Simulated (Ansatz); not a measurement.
Reaction (formal exchange of groups at a B–Si bond): `B[Si](O)(F)Cl` + `COC(C)=O` → `BOC(C)=O` + `C[Si](O)(F)Cl`

Gas-phase electronic energies from Ansatz, PBE0-D4/def2-TZVP geometries. CCSD(T)/CBS adds triple-zeta CCSD(T) − MP2 to the extrapolated MP2 energy (def2 sets, frozen cores). DFT in def2-TZVPP. B3LYP here is the variant with VWN-RPA as its local correlation; programs differ in this. One conformer a species, not always the lowest.

CCSD(T)/CBS gives -233.7 kJ/mol.

Q: Another level gave -223.5 kJ/mol. Which?
A. B3LYP/def2-TZVPP
B. CAM-B3LYP/def2-TZVPP
C. revPBE-D4/def2-TZVPP
D. RPA@PBE/def2-TZVPP

A: D. RPA@PBE/def2-TZVPP -223.5, CAM-B3LYP -232.9, B3LYP -228.2, revPBE-D4 -218.6 kJ/mol.

Largest T1 diagnostic among the species: 0.015.

Leaving LDA and LC-ωPBE aside and taking each functional with its dispersion term where it has one, the values, not all of them listed here, spread over 19.0 kJ/mol, from ωB97M-V to revPBE-D4. LDA lies −9.4 kJ/mol from PBE without D4. From BLYP to BHLYP (50 % exact exchange), in def2-TZVPP and without D4, ΔE moves by −9.9 kJ/mol.
